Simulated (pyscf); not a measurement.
# •O–SiH₃ (SMILES [O][SiH3]), doublet

Gas-phase minimum from PySCF at ωB97X-D3(BJ)/def2-SVP, one conformer. •O–SiH₃ lies 24.9 kcal/mol over its isomer HO–SiH₂•, and others may lie lower still (electronic energy, ωB97M-D3(BJ)). 

SMILES: [O][SiH3]
```xyz
5

O      0.8851     0.9223    -0.7239
Si     0.6775    -0.4128     0.2883
H      0.9216    -0.0734     1.7178
H     -0.6721    -1.0235     0.1347
H      1.7322    -1.3435    -0.2146
```
Charge 0, spin multiplicity 2.

Bond lengths (Å): O1–Si2 1.688, Si2–H3 1.489, Si2–H4 1.489, Si2–H5 1.494. Angles (°): O1–Si2–H3 112.0, O1–Si2–H4 112.0, O1–Si2–H5 101.8, H3–Si2–H4 109.9, H3–Si2–H5 110.4, H4–Si2–H5 110.5.

Properties at ωB97X-D3(BJ)/def2-SVP:

```yaml
harmonic_wavenumbers_unscaled: 498, 590, 835, 914, 941, 1011, 2245, 2269, 2271 cm⁻¹
zero_point_energy: 16.5 kcal/mol
rotational_symmetry_number: 1
Entropy of this conformer at 298 K and 1 atm, rigid rotor and harmonic oscillator, modes under 100 cm⁻¹ raised to 100: 255.1 J/(mol K)
dipole_moment: 1.64 D
Spin expectation value S2: 0.753
```

Single-point totals, which compare only within one level (frozen core for MP2 and CC):

```tsv
level	total energy (hartree)
ωB97X-D3(BJ)/def2-TZVP	-366.53913
PBE/def2-TZVP	-366.26562
r²SCAN/def2-TZVP	-366.43933
B3LYP-D3(BJ)/def2-TZVP	-366.53488
PBE0-D3(BJ)/def2-TZVP	-366.29784
M06-2X/def2-TZVP	-366.44490
ωB97M-D3(BJ)/def2-TZVP	-366.55715
UHF/def2-TZVPP	-365.56582
MP2/def2-TZVPP	-365.88040
CCSD/def2-TZVPP	-365.91541
CCSD(T)/def2-TZVPP	-365.92543
```

The CCSD(T) − MP2 part came from Ansatz, without density fitting, on the same reference. The orbital near-degeneracy of the XH₃O or XH₃S radical is left out.
